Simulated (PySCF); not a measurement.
Isomers of C3H9N3Si2, one GFN2-xTB conformer each. Single-point energies are computed at PBE0/pcSseg-1 (PySCF, gas phase, no added dispersion term), electronic only.

```tsv
SMILES	GFN2-xTB relative energy (kcal/mol)
N#C[C@@H]1C[Si@@H](N)N[SiH2]1	0.2
N#C[C@@H]1C[Si@H](N)N[SiH2]1	0.0
N#C[Si](N)(N)[SiH]1CC1	71.7
```

Conformers: `[N:1]#[C:2][C@@H:3]1[CH2:4][Si@@H:5]([NH2:6])[NH:7][SiH2:8]1` with C4–Si5–N6–H -62° and 160°, C2–C3–C4–Si5 -160°, C3–C4–Si5–N6 -87°, C4–Si5–N7–Si8 -6°, Si5–N7–Si8–C3 -12°; `[N:1]#[C:2][C@@H:3]1[CH2:4][Si@H:5]([NH2:6])[NH:7][SiH2:8]1` with C4–Si5–N6–H -168° and 56°, C2–C3–C4–Si5 -162°, C3–C4–Si5–N6 141°, C4–Si5–N7–Si8 -5°, Si5–N7–Si8–C3 -14°; `[N:1]#[C:2][Si:3]([NH2:4])([NH2:5])[SiH:6]1[CH2:7][CH2:8]1` with C2–Si3–N4–H 78° and -64°, C2–Si3–N5–H 173° and -48°, C2–Si3–Si6–C7 -141°.

What does PBE0/pcSseg-1 give for the same structures?

| SMILES | PBE0/pcSseg-1 E (Eh) | PBE0/pcSseg-1 (kcal/mol) | GFN2-xTB (kcal/mol) | point group |
| --- | --- | --- | --- | --- |
| N#C[C@@H]1C[Si@@H](N)N[SiH2]1 | -862.42199 | 0.0 | 0.2 | C1 |
| N#C[C@@H]1C[Si@H](N)N[SiH2]1 | -862.42003 | 1.2 | 0.0 | C1 |
| N#C[Si](N)(N)[SiH]1CC1 | -862.37243 | 31.1 | 71.7 | C1 |

GFN2-xTB puts N#C[C@@H]1C[Si@H](N)N[SiH2]1 lowest instead; measured from each level's own lowest isomer, the values differ by up to 40.6 kcal/mol (N#C[Si](N)(N)[SiH]1CC1: 71.7 against 31.1). As drawn, the highest has a three-membered ring and an Si–Si bond, which the lowest lacks. Neighbours under 2.5 kcal/mol apart (N#C[C@@H]1C[Si@@H](N)N[SiH2]1 and N#C[C@@H]1C[Si@H](N)N[SiH2]1) can change places with a better method, another conformer or zero-point energy. N#C[C@@H]1C[Si@@H](N)N[SiH2]1 and N#C[C@@H]1C[Si@H](N)N[SiH2]1 are stereoisomers, 1.2 kcal/mol apart in the conformers taken.

Which frontier levels, dipoles and rotational constants go with these structures?

```json
{"SMILES": "N#C[C@@H]1C[Si@@H](N)N[SiH2]1", "HOMO (eV, PBE0/pcSseg-1)": "-7.63", "LUMO (eV)": "0.27", "dipole (D)": "6.01", "A, B, C (MHz)": "2593, 996.9, 802.8"}
{"SMILES": "N#C[C@@H]1C[Si@H](N)N[SiH2]1", "HOMO (eV, PBE0/pcSseg-1)": "-7.60", "LUMO (eV)": "0.24", "dipole (D)": "5.83", "A, B, C (MHz)": "2606, 976.3, 784.0"}
{"SMILES": "N#C[Si](N)(N)[SiH]1CC1", "HOMO (eV, PBE0/pcSseg-1)": "-7.05", "LUMO (eV)": "-0.81", "dipole (D)": "4.06", "A, B, C (MHz)": "2052, 909.8, 795.6"}
```
